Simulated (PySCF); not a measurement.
# Excitation energy of Pd²⁺ by level of theory

Pd²⁺ [Kr] 4d8 (3F) → Pd²⁺ [Kr] 4d7 5s1 (5F), as a difference of total energies. Computed with PySCF 2.14 in x2c-TZVPPall with one added diffuse shell each of s, p, d, f type (9s7p7d3f1g, 95 functions), with scalar relativity by spin-free X2C-1e. Correlated levels: valence: [Kr] frozen. The calculations carry no spin-orbit coupling.

```json
{"method": "UHF", "excitation energy (cm⁻¹)": "48998"}
{"method": "MP2 (valence)", "excitation energy (cm⁻¹)": "54984"}
{"method": "SCS-MP2 (valence)", "excitation energy (cm⁻¹)": "57458"}
{"method": "CCSD (valence)", "excitation energy (cm⁻¹)": "54136"}
{"method": "CCSD(T) (valence)", "excitation energy (cm⁻¹)": "54341"}
```

A first-order spin-orbit estimate (lowest level to lowest level, LS coupling) adds -0.017 eV.
